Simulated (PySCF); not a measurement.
Isomers C3H11B2N:

A. `CC(BNB)C`
B. SMILES BN(B)C(C)C
C. SMILES CBCBNC
D. SMILES CBNB(C)C

Spectrum 1. 13C{1H} NMR (computed): δ 9.8 (CH3), 8.9 (CH3).

Spectrum 2. 13C{1H} NMR (computed): δ 42.0 (CH2), 37.5 (CH3), 16.9 (CH3).

Spectrum 3. 13C{1H} NMR (computed): δ 59.5 (CH), 27.3 (CH3).

Spectrum 4. 13C{1H} NMR (computed): δ 25.3 (CH), 18.9 (CH3).

- B3LYP/pcJ-1 coupling constants (spin–dipole term left out of most H,H and C,H couplings)
- geometry: PBE0-D3(BJ)/def2-SVP
- NMR shieldings at PBE0/pcSseg-1/GIAO
- code: PySCF
- isolated molecule, single conformer, fast rotation and ring inversion assumed for equivalent nuclei, no relativistic terms

Referencing at the same level of theory: 13C (σref 184.41) against TMS. Carbons bonded to boron are broad in practice. Shifts are as computed. Against solution values, carbons near 30 ppm lie about +2 ppm off and those near 130 ppm about +5 ppm. Of 1313 compounds with measured shifts, 239 miss one by over three times the rms of a fit or turn the order of signals round; such compounds aren't used in these exercises.

Match each spectrum to its structure.

Results:

1–D, 2–C, 3–B, 4–A.

- Spectrum 1 (D): 2 13C signals; δC 9.8 is a methyl carbon bonded to B; δC 8.9 is a methyl carbon bonded to B.
- Spectrum 2 (C): 3 13C signals; δC 37.5 is a methyl carbon bonded to N; δC 42.0 is an sp3 CH2 bonded to 2 B.
- Spectrum 3 (B): 2 13C signals; δC 59.5 is an sp3 CH bonded to N; δC 27.3 is a methyl carbon.
- Spectrum 4 (A): 2 13C signals; δC 18.9 is a methyl carbon; δC 25.3 is an sp3 CH bonded to B.
